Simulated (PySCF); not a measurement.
Job for PySCF: R-HF/3-21G on CH6OSn (SMILES C[O][SnH3]), a point of a torsion scan.

```python
from pyscf import gto, scf, dft, mp
from pyscf.data.elements import chemcore

mol = gto.M(
    atom='''
    C     1.51382130   -0.16462614    0.02939196
    O     0.33760568    0.19570169   -0.64096309
    Sn   -1.50489600    0.17096770    0.03549420
    H     2.24992726   -0.41179346   -0.73613237
    H     1.89742511    0.66220007    0.63137086
    H     1.38283813   -1.03431212    0.67737876
    H    -1.92351518    1.72445185    0.48044800
    H    -1.61830191   -0.90387956    1.31649808
    H    -2.31199417   -0.29928636   -1.32842907
    ''',
    basis='3-21g',
    charge=0, spin=0, verbose=3, max_memory=1800)
mf = scf.RHF(mol)
mf.conv_tol = 1e-8
mf.max_cycle = 100
mf.kernel()
if not mf.converged:
    mf = mf.newton().run(mf.mo_coeff, mf.mo_occ)
```

It printed:

```
converged SCF energy = -6111.82999182627
```

The calculation finished and met its thresholds.

Cost: around 0.4 core-seconds (rough).
